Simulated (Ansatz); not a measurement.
`CCN(C)BCl`, relaxed with RKS PBE0-D4/def2-TZVP in the Gaussian-basis code of Ansatz from a GFN2-xTB geometry. The force threshold is 0.005 eV/Å; the program also tests the step.

The species carries charge 0 and has multiplicity 1.

Start:

```xyz
15

C    -1.354   -1.007   -0.652
C    -0.169   -0.933    0.309
N     0.433    0.391    0.347
C     1.347    0.635   -0.749
B     0.151    1.346    1.305
Cl   -0.959    0.996    2.586
H    -1.045   -0.818   -1.677
H    -1.804   -1.995   -0.605
H    -2.103   -0.270   -0.371
H    -0.512   -1.181    1.315
H     0.596   -1.658    0.014
H     1.747    1.642   -0.678
H     2.175   -0.079   -0.715
H     0.838    0.528   -1.709
H     0.659    2.401    1.282
```

Q: How much energy does the relaxation release, and in how many steps? (Estimate.)

A: Computed: 4.07 kJ/mol, in 7 steps.

Q: Which bonds change most? (An estimate is asked.)

A: The calculation gave: B5–Cl6 from 1.730 to 1.773 Å; B5–H15 from 1.171 to 1.192 Å; C1–C2 from 1.527 to 1.519 Å; C1–H8 from 1.087 to 1.092 Å.

Q: Give the relaxed structure. (Estimate.)

A: The calculation gave: 
```xyz
15

C    -1.359   -1.021   -0.652
C    -0.186   -0.938    0.309
N     0.430    0.379    0.343
C     1.349    0.639   -0.744
B     0.169    1.346    1.299
Cl   -0.978    1.058    2.620
H    -1.065   -0.774   -1.675
H    -1.771   -2.033   -0.661
H    -2.149   -0.332   -0.347
H    -0.518   -1.188    1.316
H     0.584   -1.667    0.031
H     1.753    1.646   -0.654
H     2.180   -0.075   -0.727
H     0.852    0.554   -1.715
H     0.709    2.408    1.258
```
